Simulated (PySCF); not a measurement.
Al(OH)(OMe)(NH2) (CH₆AlNO₂), SMILES [NH2][Al]([OH])[O]C. Coordinates come from a PBE0-D3(BJ)/def2-SVP optimisation. The structure was generated by enumeration; whether it is a known compound was not checked. One conformer was computed; it need not be the lowest.

Task: Give the equilibrium geometry at PBE0-D3(BJ)/def2-SVP (PySCF confirms it by a frequency run) as Cartesian coordinates in Å. (An estimate is asked for; the answer gives what the named calculation found.)

Result: Several could match; the one computed here: 
```xyz
11

Al     0.0762     0.2635     0.4195
O      1.3570    -0.6374     1.0823
H      1.8159    -0.4735     1.9052
O     -0.5731    -0.2351    -1.0608
C     -0.3503    -1.2515    -1.9768
H     -0.0804    -0.8380    -2.9661
H      0.4618    -1.9387    -1.6733
H     -1.2623    -1.8602    -2.1187
N     -0.6237     1.6925     1.1795
H     -0.3423     2.1062     2.0590
H     -1.3869     2.2202     0.7727
```
Charge 0, spin multiplicity 1.
